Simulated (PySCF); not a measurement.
Ga(Me)(Cl) (CH3ClGa), SMILES [Cl][Ga+][CH3], charge +1. Atoms are numbered in the order given.

```xyz
6

Ga     0.0000     0.0000    -0.2886
C      0.0000     0.0000    -2.1941
H      0.8993    -0.5192    -2.5301
H      0.0000     1.0384    -2.5301
H     -0.8993    -0.5192    -2.5301
Cl     0.0000     0.0000     1.7471
```
Charge +1, spin multiplicity 1.

The structure is a stationary point at r2SCAN-D4/def2-TZVP. The multiplicity is an assumed one; other spin states were not compared. The isomer is the one that the SMILES or the coordinates give; other isomers of the formula were not compared.

The numbers are results of C-PCM-B3LYP/def2-SVP run with PySCF, not measurements.

The values are the electrostatic part of the solvation free energy, E(continuum) − E(gas) at the gas-phase geometry, in a cavity of scaled van der Waals radii (PySCF's table); cavitation and dispersion terms are not included. A continuum can't describe solvent molecules that bind to the metal. In vacuum the orbital gap is 7.45 eV.

```csv
solvent,ε,ΔG(elec) (kcal/mol),gap (eV)
water,78.36,-65.9,7.83
tetrahydrofuran,7.43,-57.6,7.77
diethylether,4.24,-50.7,7.73
```
